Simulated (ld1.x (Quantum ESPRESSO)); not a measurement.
**gadolinium: from the effect back to the setting (TM semilocal)**

Base potential:

| Item | Value |
| --- | --- |
| Element | Gd |
| Generator | ld1.x (Quantum ESPRESSO) 7.5 |
| Type | norm-conserving Troullier–Martins (semilocal form) |
| Functional | PBE |
| Relativity | scalar-relativistic |
| Frozen core | [Kr] 4d10 4f7 |
| Valence charge | 11 |
| Reference configuration | 5s2 5p6 5d1 6s2 6p0 |
| Partial waves | 5s (bound): rc 1.95 bohr; 5d (bound): rc 2.40 bohr; 5p (bound): rc 2.15 bohr |
| Local potential | the p channel |
| Core correction | none |

Occupied shells without a wave of their own: 6s. They enter only through the test configuration that unscreens the potential.

Cutoffs, loose and tight: the cutoffs (Ry, on a coarse ladder) from which the occupation-weighted sum of valence levels, in a spherical-Bessel basis at the reference potential, stays within 10 and 1 mRy of its value at 400 Ry. They do not see the model core or the augmentation charge, which bear on the density cutoff. Test errors are all-electron minus pseudo excitation energies from the reference, over the configurations 5s2 5p6 5d1 6s1 6p0; 5s2 5p6 5d1 6s0 6p0; 5s2 5p6 5d0 6s0 6p0; 5s2 5p6 5d0 6s2 6p0; 5s2 5p6 5d1 6s1.5 6p0; 5s2 5p6 5d1 6s1 6p1; 5s2 5p6 5d2 6s0 6p0; variants that change the core or the reference have their own tests. The largest error is taken over the tests solved by every variant that gives reliable tests at all, those not shown here included: 5s2 5p6 5d0 6s0 6p0; 5s2 5p6 5d0 6s2 6p0; 5s2 5p6 5d1 6s0 6p0; 5s2 5p6 5d1 6s1 6p0; 5s2 5p6 5d1 6s1.5 6p0; 5s2 5p6 5d2 6s0 6p0.

Only the scale of all radii (base = 1) is moved (3 further runs of the sweep failed or gave no value and are left out):

```csv
scale of all radii (base = 1),"cutoff, loose","cutoff, tight",bound ghosts,largest test error (meV)
0.76,70 Ry,110 Ry,none,-388
0.84,55 Ry,100 Ry,none,-795
0.99,40 Ry,50 Ry,none,-2940 over the solved tests; 1 of 7 tests not solved or not reliable
1.15,21 Ry,40 Ry,none,-6523
1.21,18 Ry,35 Ry,none,-7251
```

**Question.** One more run gave cutoff, loose: 45 Ry; cutoff, tight: 70 Ry; bound ghosts: none; largest test error (meV): -1712. Which value of the scale of all radii (base = 1) was used?

**Answer.** 0.93. The loose cutoff moves one way along this sweep, from 70 Ry at 0.76 to 18 Ry at 1.21, which places the run between 0.84 and 0.99.
